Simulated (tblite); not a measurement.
Compound: C₄H₉FSSi.
Atom-mapped SMILES: `[CH3:1][C@H:2]([SiH3:3])[C:4](=[S:5])[CH2:6][F:7]` (hydrogens: H8, H9, H10 on C1; H11 on C2; H12, H13, H14 on Si3; H15, H16 on C6)

Computed with GFN2-xTB (tblite), gas phase: L-BFGS steps from a force-field or distance-geometry start until the largest atomic force falls under 0.01 eV/Å.

Step 100: E = -621.4660 eV
```
atom  x, y, z in Å  |  force x, y, z in eV/Å
C1      0.7652    1.6029   -0.3369    0.052   0.031  -0.025
C2      0.1842    0.3287    0.2724    0.028  -0.024   0.036
Si3     1.6719   -0.8864    0.5718    0.020   0.069   0.052
C4     -0.8143   -0.3072   -0.5961   -0.115   0.120   0.065
S5     -0.5832   -0.5604   -2.1911    0.046  -0.081  -0.065
C6     -2.1538   -0.7109   -0.0393    0.096  -0.043   0.072
F7     -2.3802   -0.2704    1.2388    0.082   0.025   0.058
H8      1.5755    1.9876    0.2764    0.010   0.010   0.032
H9     -0.0008    2.3716   -0.4075   -0.050   0.034  -0.047
H10     1.1514    1.4024   -1.3311    0.001   0.028  -0.075
H11    -0.2765    0.5752    1.2333    0.057  -0.065   0.014
H12     2.5418   -0.1782    1.5193   -0.080  -0.062  -0.027
H13     1.1415   -2.1231    1.1273   -0.049  -0.092   0.052
H14     2.3963   -1.1400   -0.6727   -0.125   0.045   0.008
H15    -2.9421   -0.2833   -0.6634   -0.098   0.028  -0.071
H16    -2.2843   -1.7997   -0.0124    0.123  -0.023  -0.081
```

Step 101: E = -621.4719 eV
```
atom  x, y, z in Å  |  force x, y, z in eV/Å
C1      0.7785    1.6001   -0.3504    0.043   0.047  -0.036
C2      0.1787    0.3397    0.2689    0.023   0.001  -0.006
Si3     1.6591   -0.8789    0.5896    0.001   0.050   0.044
C4     -0.8218   -0.2934   -0.6003   -0.107   0.115   0.128
S5     -0.6038   -0.5207   -2.2002    0.044  -0.086  -0.105
C6     -2.1495   -0.7252   -0.0366   -0.016   0.006   0.083
F7     -2.3551   -0.3384    1.2670    0.097  -0.026  -0.104
H8      1.6025    1.9717    0.2531    0.002   0.017   0.027
H9      0.0246    2.3820   -0.4147   -0.028   0.033  -0.057
H10     1.1507    1.3889   -1.3484   -0.007   0.035  -0.050
H11    -0.2861    0.6037    1.2223    0.053  -0.087   0.043
H12     2.5274   -0.1736    1.5395   -0.083  -0.052  -0.015
H13     1.1248   -2.1167    1.1358   -0.063  -0.105   0.071
H14     2.3903   -1.1370   -0.6487   -0.108   0.045  -0.020
H15    -2.9567   -0.2768   -0.6320    0.043  -0.033   0.051
H16    -2.2710   -1.8167   -0.0561    0.106   0.040  -0.054
```

Step 102: E = -621.4759 eV
```
atom  x, y, z in Å  |  force x, y, z in eV/Å
C1      0.8023    1.5994   -0.3725   -0.005   0.069  -0.041
C2      0.1707    0.3624    0.2662    0.020   0.063  -0.084
Si3     1.6352   -0.8668    0.6196   -0.035  -0.076  -0.034
C4     -0.8360   -0.2626   -0.6028   -0.078   0.022   0.135
S5     -0.6352   -0.4492   -2.2125   -0.001  -0.072  -0.031
C6     -2.1437   -0.7499   -0.0309   -0.012  -0.069   0.099
F7     -2.3221   -0.4504    1.3060    0.121  -0.066  -0.368
H8      1.6517    1.9505    0.2102   -0.041   0.003   0.001
H9      0.0675    2.4026   -0.4243    0.035   0.011  -0.071
H10     1.1440    1.3696   -1.3796   -0.019   0.054   0.030
H11    -0.2962    0.6530    1.2099    0.041  -0.109   0.074
H12     2.5062   -0.1713    1.5685   -0.067  -0.014   0.025
H13     1.0930   -2.1076    1.1562   -0.064  -0.057   0.073
H14     2.3735   -1.1418   -0.6136   -0.118   0.064   0.001
H15    -2.9744   -0.2839   -0.5857    0.117  -0.048   0.162
H16    -2.2441   -1.8455   -0.1261    0.106   0.226   0.028
```

Step 103: E = -621.4804 eV
```
atom  x, y, z in Å  |  force x, y, z in eV/Å
C1      0.7970    1.5995   -0.3684   -0.051   0.044  -0.028
C2      0.1731    0.3578    0.2694   -0.004   0.048  -0.119
Si3     1.6395   -0.8672    0.6170   -0.059  -0.149  -0.045
C4     -0.8389   -0.2607   -0.6006    0.051   0.008   0.116
S5     -0.6272   -0.4732   -2.2035    0.025  -0.047  -0.132
C6     -2.1463   -0.7400   -0.0336   -0.037   0.041  -0.041
F7     -2.3240   -0.4167    1.2873    0.030  -0.031  -0.037
H8      1.6400    1.9555    0.2173    0.005   0.028   0.022
H9      0.0556    2.3957   -0.4234    0.027   0.031  -0.062
H10     1.1420    1.3723   -1.3739   -0.004   0.043   0.005
H11    -0.2870    0.6381    1.2181    0.006  -0.059   0.090
H12     2.5113   -0.1774    1.5665   -0.052   0.004   0.046
H13     1.1056   -2.1178    1.1464   -0.056  -0.012   0.064
H14     2.3704   -1.1351   -0.6197   -0.090   0.058  -0.027
H15    -2.9810   -0.2911   -0.5964    0.132  -0.020   0.120
H16    -2.2376   -1.8310   -0.1137    0.077   0.015   0.027
```

Q: Estimate the geometry and energy of step 104. (The exact step hangs on the optimiser's Hessian estimate; all steps are aligned on step 103, rigid shifts and turns removed.)

A: E = -621.4838 eV, largest force 0.152 eV/Å
```
atom  x, y, z in Å  |  force x, y, z in eV/Å
C1      0.8016    1.6002   -0.3721   -0.021   0.039  -0.015
C2      0.1700    0.3635    0.2674   -0.008   0.063  -0.054
Si3     1.6319   -0.8671    0.6213   -0.049  -0.136  -0.046
C4     -0.8408   -0.2544   -0.6018    0.063  -0.015  -0.007
S5     -0.6323   -0.4578   -2.2101   -0.004  -0.033   0.001
C6     -2.1425   -0.7458   -0.0322    0.018   0.045  -0.050
F7     -2.3160   -0.4386    1.2922    0.040  -0.018  -0.001
H8      1.6521    1.9488    0.2098   -0.033   0.019  -0.005
H9      0.0659    2.4015   -0.4229    0.030   0.041  -0.063
H10     1.1387    1.3693   -1.3802   -0.005   0.051   0.027
H11    -0.2933    0.6467    1.2163    0.045  -0.073   0.032
H12     2.5039   -0.1739    1.5696   -0.062  -0.007   0.037
H13     1.0951   -2.1153    1.1540   -0.055  -0.005   0.060
H14     2.3646   -1.1383   -0.6149   -0.100   0.059  -0.011
H15    -2.9801   -0.2949   -0.5842    0.076  -0.001   0.076
H16    -2.2264   -1.8351   -0.1236    0.063  -0.028   0.019
```

The energy changes by -0.0034 eV. The first-order estimate −F·Δx gives -0.0041 eV and the mean of the old and new forces, exact on a quadratic surface, -0.0034 eV. The step makes an angle of 79° with the force vector and moves no atom by more than 0.024 Å.

What follows is the cost of the whole relaxation. Time: 2.5 s wall. Hardware: one thread, Intel Xeon at 2.50 GHz (x86_64), shared host.
